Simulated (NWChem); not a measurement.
# AlH, singlet; SMILES [AlH]

```xyz
2

Al     0.0000     0.0000     0.1423
H      0.0000     0.0000    -1.5249
```
Atoms are numbered in this order, from 1.

Low-valent species are run as closed-shell singlets; no triplet was tried in these runs. Structure relaxed at the PBE0/def2-SVP level.

### Question
List the 4 lowest vertical singlet excitations from PBE/6-31G* (spherical d), TDA (NWChem).

### Answer
```csv
state,energy (eV),oscillator strength,leading excitation (squared amplitude)
S1,2.90,0.070,HOMO → LUMO (0.97)
S2,2.90,0.070,HOMO → LUMO+1 (0.97)
S3,7.41,0.082,HOMO → LUMO+2 (0.52)
S4,7.51,0.589,HOMO−1 → LUMO (0.91)
```
